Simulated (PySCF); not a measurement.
# Silicon: a sound run and one with changed settings

Sound run: Si(2+) [Ne] 3s2, Si(3+) [Ne] 3s1. Computed with PySCF 2.14 in cc-pVDZ-DK, with the spin-free X2C one-electron Hamiltonian (Gaussian nucleus). The sound run starts from symmetry-adapted Hartree-Fock orbitals and uses a fine grid where one is needed.

Changed run: initial guess sap, at most 3 SCF cycles. This setting is unsound on purpose.

```tsv
species	method	sound run (hartree)	changed run (hartree)	converged
Si(2+)	UHF	-288.59091	-288.59091	no
Si(2+)	MN15	-289.05382	-289.05382	no
Si(2+)	M06-L	-289.06290	-289.06290	no
Si(3+)	UHF	-287.41307	-287.41307	no
Si(3+)	MN15	-287.83398	-287.83398	no
Si(3+)	M06-L	-287.83747	-287.83747	no
```

The SCF was stopped early; the energies are upper bounds that still move, and correlated levels were skipped or rest on poor orbitals.
